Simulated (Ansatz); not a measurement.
Cartesian coordinates (Å):
```xyz
4

F      1.5733    -0.9580    -0.0099
In    -0.0051     0.1662    -0.0003
F     -1.5126    -1.0512     0.0143
H     -0.0557     1.8430    -0.0041
```
Charge +1, spin multiplicity 2.

All values below come from frozen-core CCSD(T)/def2-TZVPP // r2SCAN-D4/def2-TZVP run with Ansatz (an electronic-structure program). The geometry is that of the parent before the electron was removed.

* **HF energy**: -388.34915 Ha
* **MP2 correlation energy**: -0.77025 Ha

Question: Estimate the CCSD correlation energy, the (T) correction, the total energy and the T1 diagnostic.

Answer: 
The CCSD correlation energy is -0.76701 Ha and the (T) correction is -0.02943 Ha. The CCSD(T) total energy is -389.14559 Ha. The T1 diagnostic comes out as 0.050.
